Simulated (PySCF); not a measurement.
# MRb cations for M along the third period

CCSD(T) with double-zeta basis sets in PySCF, for the lowest determinant that a PBE0 search found; no spin–orbit coupling. De refers to high-spin ground-configuration atoms (the charge goes to the atom of lower measured ionisation energy or higher electron affinity, which is not always the lowest computed limit).

```json
{"M": "Na", "basis": "def2-SVPD", "reference, frozen orbitals": "UHF, 1", "charged atom": "Rb+", "state (unpaired electrons)": "doublet (σ ↑)", "Re (Å)": "4.357", "ωe (cm⁻¹)": "70.7", "De (eV)": "0.47"}
{"M": "Mg", "basis": "def2-SVP", "reference, frozen orbitals": "RHF, 1", "charged atom": "Rb+", "state (unpaired electrons)": "singlet (closed shell)", "Re (Å)": "4.041", "ωe (cm⁻¹)": "80.5", "De (eV)": "0.26"}
{"M": "Al", "basis": "def2-SVP", "reference, frozen orbitals": "UHF, 5", "charged atom": "Rb+", "state (unpaired electrons)": "doublet (σ ↑)", "Re (Å)": "4.132", "ωe (cm⁻¹)": "74.9", "De (eV)": "0.42"}
{"M": "Si", "basis": "def2-SVPD", "reference, frozen orbitals": "UHF, 5", "charged atom": "Rb+", "state (unpaired electrons)": "triplet (σ ↑, π ↑)", "Re (Å)": "3.911", "ωe (cm⁻¹)": "76.7", "De (eV)": "0.27"}
{"M": "P", "basis": "def2-SVP", "reference, frozen orbitals": "UHF, 5", "charged atom": "Rb+", "state (unpaired electrons)": "quartet (σ ↑, π ↑↑)", "Re (Å)": "3.784", "ωe (cm⁻¹)": "63.4", "De (eV)": "0.14"}
{"M": "S", "basis": "def2-SVPD", "reference, frozen orbitals": "UHF, 5", "charged atom": "Rb+", "state (unpaired electrons)": "triplet (π ↑↑)", "Re (Å)": "3.585", "ωe (cm⁻¹)": "90.8", "De (eV)": "0.30"}
{"M": "Cl", "basis": "def2-SVP", "reference, frozen orbitals": "UHF, 5", "charged atom": "Rb+", "state (unpaired electrons)": "doublet (π ↑)", "Re (Å)": "3.422", "ωe (cm⁻¹)": "93.1", "De (eV)": "0.26"}
```

The shortest bond is that of RbCl⁺ (3.422 Å), the longest that of RbNa⁺ (4.357 Å).

The rows differ in basis set, which adds steps of its own.

The state changes along the series, so neighbouring rows are not always alike in their bonding.

Correlated steps freeze the inner cores (1 to 5 orbitals); shallow outer-core shells are correlated. Weak bonds: RbAl⁺, RbCl⁺, RbMg⁺, RbNa⁺, RbP⁺, RbSi⁺, RbS⁺. Basis-set superposition, not corrected here, can be much of De in a small basis, most of all at correlated wavefunction levels. Spin–orbit coupling is left out. For an ion De counts to the pair picked by the measured ionisation energies or electron affinities, which need not be the lowest pair at this level. States were picked by a PBE0 search and need not be the measured ground states.
